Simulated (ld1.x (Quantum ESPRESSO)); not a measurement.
# Logarithmic derivatives: Tc, TM semilocal

* Element: technetium
* Generator: ld1.x (Quantum ESPRESSO) 7.5
* Type: norm-conserving Troullier–Martins (semilocal form)
* Functional: PBE
* Relativity: scalar-relativistic
* Frozen core: [Ar] 3d10 4s2
* Valence charge: 13
* Reference configuration: 4p6 4d5 5s2 5p0
* Partial waves: 5s (bound): rc 1.95 bohr; 4p (bound): rc 1.30 bohr; 4d (bound): rc 2.35 bohr
* Local potential: the d channel
* Core correction: none

The phase is arctan(r·u′/u) with u = r·R(r), unwrapped; energies in Ry, scanned from -5 to 5 Ry. A pole is an energy at which the radial function vanishes at the test radius. The pseudo phase is shifted by a multiple of π to meet the all-electron one at the reference energy, and phase errors are pseudo minus all-electron; the curves can meet again beyond the range given. Levels narrower than the energy grid can be missing from the lists of poles.

Question: For each channel, where are the poles, and over which energies does the pseudopotential scatter like the atom?

Answer:

```json
{"channel": "s", "radius (bohr)": "2.54", "reference energy (Ry)": "-0.37", "poles, all-electron": "2.70", "poles, pseudo": "0.84, 4.26", "unbroken range about the reference energy with phases within 0.05 rad": "below 0.1", "phase error 1 Ry above the reference energy (rad)": "-0.193"}
{"channel": "p", "radius (bohr)": "2.54", "reference energy (Ry)": "-3.33", "poles, all-electron": "-3.24, 4.01", "poles, pseudo": "-3.24, 3.88", "unbroken range about the reference energy with phases within 0.05 rad": "the whole range", "phase error 1 Ry above the reference energy (rad)": "-0.000"}
{"channel": "d", "radius (bohr)": "2.54", "reference energy (Ry)": "-0.49", "poles, all-electron": "-0.03", "poles, pseudo": "-0.02", "unbroken range about the reference energy with phases within 0.05 rad": "below 1.7", "phase error 1 Ry above the reference energy (rad)": "+0.009"}
```

Phases in the p channel:

```json
{"E (Ry)": "-5.00", "all-electron": "1.369", "pseudo": "1.369"}
{"E (Ry)": "-4.48", "all-electron": "1.347", "pseudo": "1.347"}
{"E (Ry)": "-3.96", "all-electron": "1.302", "pseudo": "1.302"}
{"E (Ry)": "-3.44", "all-electron": "0.464", "pseudo": "0.462"}
{"E (Ry)": "-2.92", "all-electron": "-1.729", "pseudo": "-1.730"}
{"E (Ry)": "-2.40", "all-electron": "-1.793", "pseudo": "-1.794"}
{"E (Ry)": "-1.88", "all-electron": "-1.839", "pseudo": "-1.840"}
{"E (Ry)": "-1.36", "all-electron": "-1.893", "pseudo": "-1.894"}
{"E (Ry)": "-0.84", "all-electron": "-1.972", "pseudo": "-1.974"}
{"E (Ry)": "-0.32", "all-electron": "-2.110", "pseudo": "-2.114"}
{"E (Ry)": "0.20", "all-electron": "-2.409", "pseudo": "-2.425"}
{"E (Ry)": "0.72", "all-electron": "-3.161", "pseudo": "-3.207"}
{"E (Ry)": "1.24", "all-electron": "-4.004", "pseudo": "-4.037"}
{"E (Ry)": "1.76", "all-electron": "-4.358", "pseudo": "-4.376"}
{"E (Ry)": "2.28", "all-electron": "-4.514", "pseudo": "-4.526"}
{"E (Ry)": "2.80", "all-electron": "-4.601", "pseudo": "-4.611"}
{"E (Ry)": "3.32", "all-electron": "-4.658", "pseudo": "-4.667"}
{"E (Ry)": "3.84", "all-electron": "-4.700", "pseudo": "-4.710"}
{"E (Ry)": "4.36", "all-electron": "-4.736", "pseudo": "-4.746"}
{"E (Ry)": "4.88", "all-electron": "-4.768", "pseudo": "-4.780"}
```
